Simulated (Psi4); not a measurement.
HCl₃HfO, quintet, geometry from GFN2-xTB of the parent state (such geometries of metal compounds can be far from the true shape) (another spin typed on purpose, not shown lowest) (core potentials on Hf); HF/def2-SVP run with Psi4.

Input for Psi4:
```
memory 2 GB

molecule {
0 5
  Hf   -0.14925711    0.14034048    0.03130687
  Cl    1.67998636    1.13370639   -0.80467477
  Cl    0.56239264   -0.67929444    1.99434686
  Cl   -0.64878279   -1.60501277   -1.29865558
  O    -1.72626897    1.07595861    0.00766214
  H    -2.53447159    0.84803059   -0.46267216
}

set basis def2-svp
set reference uhf

energy('scf')
print_variables()
```

Output, abridged:

```
   => Loading Basis Set <=

    Name: DEF2-SVP
    Role: ORBITAL
    Keyword: BASIS

    !!!  WARNING: ECP capability is in beta. Please check occupations closely.  !!!

         ---------------------------------------------------------
                                   SCF
               by Justin Turney, Rob Parrish, Andy Simmonett
                          and Daniel G. A. Smith
                              UHF Reference
         ---------------------------------------------------------

  ==> Geometry <==

    Molecular point group: c1
    Full point group: C1

    Geometry (in Angstrom), charge = 0, multiplicity = 5:

       Center              X                  Y                   Z               Mass
    ------------   -----------------  -----------------  -----------------  -----------------
         HF          -0.144957373462     0.130126571198     0.026407847742   179.946557000000
         CL           1.684286096538     1.123492481198    -0.809573792258    34.968852682000
         CL           0.566692376538    -0.689508348802     1.989447837742    34.968852682000
         CL          -0.644483053462    -1.615226678802    -1.303554602258    34.968852682000
         O           -1.721969233462     1.065744701198     0.002763117742    15.994914619570
         H           -2.530171853462     0.837816681198    -0.467571182258     1.007825032230

  Running in c1 symmetry.

  Rotational constants: A =      0.05006  B =      0.04665  C =      0.03687 [cm^-1]
  Rotational constants: A =   1500.74534  B =   1398.65822  C =   1105.47069 [MHz]
  Nuclear repulsion =  377.440365869371817

  Charge       = 0
  Multiplicity = 5
  Electrons    = 72
  Nalpha       = 38
  Nbeta        = 34

  ==> Algorithm <==

  SCF Algorithm Type is DF.
  DIIS enabled.
  MOM disabled.
  Fractional occupation disabled.
  Guess Type is SAD.
  Energy threshold   = 1.00e-06
  Density threshold  = 1.00e-06
  Integral threshold = 1.00e-12

  ==> Primary Basis <==

  Basis Set: DEF2-SVP
    Blend: DEF2-SVP
    Number of shells: 45
    Number of basis functions: 105
    Number of Cartesian functions: 114
    Spherical Harmonics?: true
    Max angular momentum: 3

  Core potential: DEF2-SVP
    Number of shells: 4
    Number of ECP primitives: 10
    Number of ECP core electrons: 60
    Max angular momentum: 3

   => Loading Basis Set <=

    Name: (DEF2-SVP AUX)
    Role: JKFIT
    Keyword: DF_BASIS_SCF

  ==> Integral Setup <==

[...]
   @DF-UHF iter  53: -1500.66384309280784    2.31238e-07   1.11824e-06 DIIS
   @DF-UHF iter  54: -1500.66384287824735    2.14560e-07   8.70801e-07 DIIS
  Energy and wave function converged.

  ==> Post-Iterations <==

   @Spin Contamination Metric:   4.020714640E-02
   @S^2 Expected:                6.000000000E+00
   @S^2 Observed:                6.040207146E+00
   @S   Expected:                2.000000000E+00
   @S   Observed:                2.000000000E+00

    Orbital Energies [Eh]
    ---------------------

    Alpha Occupied:

[...]
    Alpha Virtual:

[...]
     105A    707.061667

    Beta Occupied:

[...]
      34A     -0.386860

    Beta Virtual:

[...]
    Final Occupation by Irrep:
              A
    DOCC [    34 ]
    SOCC [     4 ]
    NA   [    38 ]
    NB   [    34 ]

  @DF-UHF Final Energy: -1500.66384287824735

   => Energetics <=

    Nuclear Repulsion Energy =            377.4403658693718171
    One-Electron Energy =               -2838.5543244159925962
    Two-Electron Energy =                 960.4501156683735417
    Total Energy =                      -1500.6638428782471237

  UHF NO Occupations:
  HONO-2 :   36  A 1.0000000
  HONO-1 :   37  A 1.0000000
  HONO-0 :   38  A 1.0000000
  LUNO+0 :   39  A 0.0131549
  LUNO+1 :   40  A 0.0029685
  LUNO+2 :   41  A 0.0011342
  LUNO+3 :   42  A 0.0010168

Computation Completed

Properties will be evaluated at   0.000000,   0.000000,   0.000000 [a0]

Properties computed using the SCF density matrix

 Multipole Moments:

 ------------------------------------------------------------------------------------
     Multipole            Electronic (a.u.)      Nuclear  (a.u.)        Total (a.u.)
 ------------------------------------------------------------------------------------

 L = 1.  Multiply by 2.5417464519 to convert [e a0] to [Debye]
 Dipole X            :        -16.8812020           17.5083275            0.6271256
 Dipole Y            :         16.7821257          -17.3020114           -0.5198857
 Dipole Z            :          3.6861067           -4.2162464           -0.5301398
 Magnitude           :                                                    0.9719135

 ------------------------------------------------------------------------------------

  Variable Map:
  ----------------------------------------------------------------------------
[...]
  Array Variable Map:
  ----------------------------------------------------------------------------
[...]
[...]
```
